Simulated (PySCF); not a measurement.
**Kr(23+): fine-structure interval**

Kr(23+) [Ne] 3s2 3p1 [3p1/2^1, M_J = 1/2] → Kr(23+) [Ne] 3s2 3p1 [3p3/2^1, M_J = 3/2], as a difference of total energies. All numbers are calculated (PySCF 2.14, the two-component X2C-1e Hamiltonian, in an uncontracted even-tempered set (19 s from 3 bohr⁻², ratio 2.4; 13 p from 3.8 bohr⁻², ratio 2.4; 5 d from 14 bohr⁻², ratio 2.6; 4 f from 21 bohr⁻², ratio 2.6)). Correlated levels: 1s2 frozen; the 52 highest virtual spinors dropped. "Screened" scales the spin-orbit matrix elements by Boettger's factors to mimic the two-electron term; Breit and QED terms are absent.

```csv
method,fine-structure interval (cm⁻¹)
GHF (screened spin-orbit),102440
GMP2 (screened spin-orbit),100910
GHF (bare spin-orbit),108530
```
